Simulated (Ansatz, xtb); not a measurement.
**Ranking isomers of FH7NSi2+**

3 gas-phase structures of FH7NSi2+, found in a search over its isomers (lower ones may exist). Each was relaxed with GFN2-xTB; where two conformers were screened, the lower at r2SCAN-D4/def2-SVP is listed:

A. `[NH3+][SiH2][SiH2]F`, a singlet
B. `F[SiH2][NH2+][SiH3]`, a singlet
C. `[NH3+][Si@H](F)[SiH3]`, a singlet

Which do you expect lowest at r2SCAN-D4/def2-SVP, and how would the others follow?

Calculated order at r2SCAN-D4/def2-SVP: B (0.0), C (7.7), A (7.8) kcal/mol. Less than 1 kcal/mol parts C and A, so the order within that pair means little.

Energies above the lowest of each column, in kcal/mol; the last columns are at PBE0-D3(BJ)/def2-SVP geometries:

```csv
structure,GFN2-xTB,HF/STO-3G,r2SCAN-D4/def2-SVP,PBE0-D3(BJ)/def2-SVP,CCSD(T)/def2-SVP + ΔMP2/def2-TZVPP
B,0.0,0.0,0.0,0.0,0.0
C,26.6,17.0,7.7,4.6,9.1
A,23.8,19.1,7.8,4.6,11.0
```

Every level run on B puts it lowest or level with the lowest. Flexible structures stand in one conformer each, not always the lowest. ΔMP2 is the change of the MP2 energy from the smaller to the larger basis.

Programs: Ansatz 0.2.0, xtb 6.7.1.
